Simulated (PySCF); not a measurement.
## [Lu(NH3)6]3+ at several levels of theory

Computed with PySCF 2.14.0 (density fitting, no spin-orbit coupling) at the geometry relaxed with B3LYP:

```xyz
25
[Lu(NH3)6]3+ (singlet in the valence; each metal's 4f electrons, 14 of them, lie in its core potential, out of spins and levels)
Lu    0.0000    0.0000    0.0000
N     0.0233    0.0261    2.4786
H     0.8357    0.4972    2.9051
H    -0.7775    0.4992    2.9245
H     0.0276   -0.8985    2.9356
N    -0.0233   -0.0261   -2.4786
H     0.7775   -0.4992   -2.9245
H    -0.8357   -0.4972   -2.9051
H    -0.0276    0.8985   -2.9356
N     2.4784   -0.0015    0.0029
H     2.9171   -0.4730    0.8088
H     2.9269   -0.4603   -0.8046
H     2.9205    0.9305    0.0118
N    -0.0003    2.4781    0.0238
H     0.3811    2.9083    0.8803
H     0.5429    2.9341   -0.7253
H    -0.9284    2.9203   -0.0623
N    -2.4784    0.0015   -0.0029
H    -2.9269    0.4603    0.8046
H    -2.9171    0.4730   -0.8088
H    -2.9205   -0.9305   -0.0118
N     0.0003   -2.4781   -0.0238
H    -0.5429   -2.9341    0.7253
H    -0.3811   -2.9083   -0.8803
H     0.9284   -2.9203    0.0623
```

| level | basis | state | HOMO (eV) | gap (eV) | charge on Lu1 (e) | population of f-type functions on Lu1 (polarisation alone where 4f lies in the core) | dipole about the centre of mass (D) | largest force component (eV/Å) |
| --- | --- | --- | --- | --- | --- | --- | --- | --- |
| B3LYP | Lu lcecp-1-SVP with ECP60, N def2-SVP, H def2-SVP | singlet | -21.29 | 8.81 | 1.06 | 0.03 | 0.00 | 0.01 |
| PBE | the same | singlet | -19.96 | 6.74 | 0.91 | 0.03 | 0.00 | 0.39 |
| HF | the same | singlet | -25.58 | 16.84 | 1.69 | 0.04 | 0.00 | 1.04 |
| TPSSh | the same | singlet | -20.76 | 8.15 | 1.13 | 0.03 | 0.00 | 0.08 |
| B3LYP | Lu lcecp-1-TZVP with ECP60, N def2-TZVP, H def2-TZVP | singlet | -21.30 | 8.81 | 1.75 | 0.04 | 0.00 | 0.47 |

In the lcecp rows the 4f levels are missing from HOMO and gap, and the state counts the valence alone.

Charges are Mulliken's, which hang on the basis. The relaxation used the grid (50, 194), these runs (75, 302) or, all-electron (x2c bases, spin-free X2C Hamiltonian), (99, 590).

Problem. What does TPSS with Lu lcecp-1-SVP with ECP60, N def2-SVP, H def2-SVP give here?

Solution. state singlet, HOMO (eV) -20.13, gap (eV) 7.12, charge on Lu1 (e) 1.05, population of f-type functions on Lu1 (polarisation alone where 4f lies in the core) 0.03, dipole about the centre of mass (D) 0.00, largest force component (eV/Å) 0.22. Time: 33 s on 4 threads of Arm Neoverse V2 (shared host), from an already converged density.

In the first row's basis the gap widens with exact exchange: 6.7 to 7.1 eV for PBE, TPSS (none); 8.1 to 8.8 eV for TPSSh, B3LYP (a fixed share); 16.8 eV for Hartree–Fock (rising or full at long range).

No frequency check is given that shows the relaxed geometry to be a minimum. An lcecp potential fixes the number of 4f electrons, so in runs with it no electron can move into or out of that shell.
